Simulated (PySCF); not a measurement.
ClGe, SMILES [Cl][Ge] (connectivity only; charge and spin as stated), charge +1, multiplicity 1.

The structure is a stationary point at r2SCAN-D4/def2-TZVP. The multiplicity is an assumed one; other spin states were not compared.

Two levels are set side by side: TDA-PBE/def2-TZVPD (PySCF) and TDA-ωB97X/def2-TZVPD (PySCF). Vertical, same geometry. The lowest singlet is HOMO−1→LUMO 50 %, HOMO−2→LUMO+1 50 % with PBE and HOMO→LUMO+1 98 % with the other functional; states are paired by order. Differences are taken from unrounded values.

```
quantity                               TDA-ωB97X
-------------------------------------  ---------
lowest singlet excitation (eV)              5.47
lowest triplet excitation (TDA) (eV)        4.23
first bright state (f over 0.05) (eV)       5.47
its oscillator strength                     0.05
```

Question: What does TDA-PBE give, and how far is it from TDA-ωB97X? (Estimate from the structure and the level; the computed values follow.)

Answer: 
```json
[
 {"quantity": "lowest singlet excitation (eV)", "TDA-PBE": "4.81", "TDA-PBE minus TDA-ωB97X": "-0.66"},
 {"quantity": "lowest triplet excitation (TDA) (eV)", "TDA-PBE": "4.03", "TDA-PBE minus TDA-ωB97X": "-0.19"},
 {"quantity": "first bright state (f over 0.05) (eV)", "TDA-PBE": "6.59", "TDA-PBE minus TDA-ωB97X": "1.12"},
 {"quantity": "its oscillator strength", "TDA-PBE": "0.08", "TDA-PBE minus TDA-ωB97X": "0.03"}
]
```

Functionals without exact exchange tend to place singlet excitations lower, as here. Differences between two approximate levels are no errors against the true value.

Rough cost on one machine, each run with all the roots and properties that it gave: TDA-ωB97X against TDA-PBE about 2 times.
